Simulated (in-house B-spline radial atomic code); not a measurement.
Configurations of Xe³⁺, with energies counted from [Kr] 4d10 5s2 5p3. All numbers are computed (scalar-relativistic (X2C) BHandHLYP, spin-polarised, spherical fractional occupations, exact exchange averaged over the configuration; Fermi nucleus of rms radius 4.7859 fm) with a radial B-spline atomic code at the basis-set limit, not measured. Shells without spins written out take the highest spin.

Occupations are held fixed; configurations that lie above the ionisation limit could autoionise.

| configuration | E - E(ref) (eV) | highest orbital | its <r> (bohr) |
| --- | --- | --- | --- |
| [Kr] 4d10 5s1 5p4 | 13.211 | 5p down | 2.039 |
| [Kr] 4d10 5s2 5p2 6f1 | 35.22 | 6f up | 8.534 |
| [Ar] 3d9 4s2 4p6 4d10 4f1 5s2 5p3 | 691.02 | 4f up | 1.546 |
| [Ar] 3d9 4s2 4p6 4d10 5s2 5p3 6p1 | 696.05 | 6p up | 4.129 |
| [Ar] 3d9 4s2 4p6 4d10 5s2 5p3 6f1 | 707.01 | 6f up | 8.107 |

**Question.** Order these further configurations by energy, lowest first.
A. [Ar] 3d10 4s2 4p5 4d10 5s2 5p3 6p1
B. [Kr] 4d9 5s2 5p4
C. [Kr] 4d10 5s1 5p3 6f1
D. [Ar] 3d10 4s2 4p5 4d10 5s2 5p3 6f1
E. [Ar] 3d10 4s2 4p5 4d10 4f1 5s2 5p3

**Answer.** C (45.533 eV), B (59.64 eV), E (166.55 eV), A (171.47 eV), D (182.39 eV).

**Question.** How far above the reference does [Ar] 3d9 4s2 4p6 4d10 5s2 5p3 6s1 lie?

**Answer.** 691.9 eV; its least bound orbital is 6s up with <r> = 3.594 bohr.
